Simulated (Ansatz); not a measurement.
C2H6GeO, SMILES `C=C[O][GeH3]`. The species carries charge 0 and has multiplicity 1. Geometry: relaxed with PBE0-D4/def2-TZVP. It is a higher conformer; a search finds a lower one.

```xyz
10

C    -0.728    1.734    0.983
C    -0.572    0.634    0.260
O     0.615    0.255   -0.259
Ge    0.876   -1.437   -0.790
H    -1.712    2.003    1.342
H     0.109    2.380    1.214
H    -1.424   -0.009    0.030
H     1.102   -2.312    0.453
H    -0.383   -1.885   -1.552
H     2.116   -1.363   -1.680
```

Task: What is the dipole moment at PBE/def2-TZVPP? (Estimate.)

Result: Computed: 1.79 D, with components (-0.07, -1.70, -0.56) D in this frame, pointing from negative to positive charge.

Task: And with r2SCAN, B3LYP, ωB97M-V? (Estimate.)

Result: Computed: r2SCAN 1.84 D, B3LYP 1.86 D, ωB97M-V 1.89 D.

Task: Give the Mulliken charges with PBE, B3LYP, ωB97M-V in def2-TZVPP. (An estimate is asked.)

Result: Ansatz gave: 
```csv
atom,PBE,B3LYP,ωB97M-V
C1,-0.26,-0.28,-0.27
C2,0.06,0.09,0.10
O3,-0.30,-0.37,-0.38
Ge4,0.27,0.31,0.24
H5,0.09,0.10,0.09
H6,0.08,0.09,0.09
H7,0.06,0.08,0.08
H8,-0.01,-0.01,0.01
H9,-0.01,-0.01,0.02
H10,0.00,0.00,0.02
```

B3LYP here is the variant with VWN-RPA as its local correlation; programs differ in this.
